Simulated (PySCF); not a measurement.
C₄H₁₁Si (doublet state).
Bonds: C1–Si2, Si2–C3, Si2–C4, Si2–C5. Hydrogens: H6, H7 on C1; H8, H9, H10 on C3; H11, H12, H13 on C4; H14, H15, H16 on C5.

The species is `[CH2][Si](C)(C)C` [radical].

Theory: PySCF 2.14.0, UKS B3LYP, IGLO-III on C Si, pcH-1 on H, non-relativistic, mean-field spin-orbit, GIAO. Isolated species at its PBE0-D3(BJ)/def2-SVP geometry, gas phase. The SCF solution wasn't tested for stability.

(1) Match the computed a_iso(13C) values +75.1, +17.1 MHz (means over equivalent nuclei) with the sites C1; C3/C4/C5.

(2) Match the computed a_iso(1H) values -57.2, +1.6 MHz (means over equivalent nuclei) with the sites H6/H7; H8 (×9).

## Answers

(1) 
```
    site  a_iso (MHz)  ρ(0) (bohr⁻³)                 position  distance from C1 (Å)  spin population  largest |T| (MHz)
      C1        +75.1        +0.0669  largest spin population                  0.00            +1.06              148.5
C3/C4/C5        +17.1        +0.0152          2 bonds from C1                  3.06            +0.01                3.6
```

(2) 
```tsv
site	a_iso (MHz)	ρ(0) (bohr⁻³)	position	distance from C1 (Å)	bound to	spin population there	largest |T| (MHz)
H6/H7	-57.2	-0.0128	α, 1 bond from C1	1.10	C1	+1.06	36.8
H8 (×9)	+1.6	+0.0004	γ, 3 bonds from C1	3.52	C3/C4/C5	+0.01	3.7
```

ρ(0) is the spin density at the nucleus and T the dipolar tensor; a_iso includes a spin–orbit part; entries for several nuclei are means. The largest Mulliken spin population is on C1 (+1.06). The angles at C1 add up to 360.0°, so it is planar; its axial dipolar tensor and the negative couplings of its protons fit spin in a p orbital normal to that plane.

Nuclei that the bonding pattern makes equivalent are averaged, as if the motion that swaps them (rotation, inversion, ring flip) were fast. The nine 1H nuclei of mean +1.6 MHz run from -1.8 to 12.2 MHz in the frozen geometry. The 13C value of +17.1 MHz is a mean of couplings from -1.1 to 28.8 MHz in this one geometry, not an average over conformers.
